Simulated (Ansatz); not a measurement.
One change: `O[SiH](Cl)O[Si](O)(F)F` becomes `O[SiH](O)O[Si](O)(F)F`.

Ansatz, PBE0-D4/def2-TZVP geometries, multiplicity 1. Each molecule was computed in one conformer, which needn't be the lowest.

```csv
property,`O[SiH](Cl)O[Si](O)(F)F`
LUMO energy (PBE0/def2-TZVPP) / eV,0.01
size of the dipole moment (ωB97M-V/def2-TZVPP) / D,2.45
HOMO–LUMO gap (B3LYP/def2-TZVPP) / eV,8.62
HOMO energy (PBE/def2-TZVPP) / eV,-7.74
HOMO energy (PBE0/def2-TZVPP) / eV,-9.29
HOMO energy (B3LYP/def2-TZVPP) / eV,-9.00
```

(1) What does the change do to each property? (Estimate.)

## Answers

(1) The calculation gave: 
```
                                          property  `O[SiH](O)O[Si](O)(F)F`  shift
                LUMO energy (PBE0/def2-TZVPP) / eV                     0.08   0.07
size of the dipole moment (ωB97M-V/def2-TZVPP) / D                     2.82   0.37
             HOMO–LUMO gap (B3LYP/def2-TZVPP) / eV                     8.80   0.18
                 HOMO energy (PBE/def2-TZVPP) / eV                    -7.70   0.04
                HOMO energy (PBE0/def2-TZVPP) / eV                    -9.36  -0.07
               HOMO energy (B3LYP/def2-TZVPP) / eV                    -9.11  -0.11
```

With PBE0 the HOMO falls by 0.07 eV and the LUMO rises by 0.07 eV, so the gap widens by about 0.14 eV. PBE moves the HOMO by 0.04 eV and ωB97M-V by -0.15 eV. Dipoles are sizes alone; their direction can turn.

B3LYP here is the variant with VWN-RPA as its local correlation; programs differ in this.
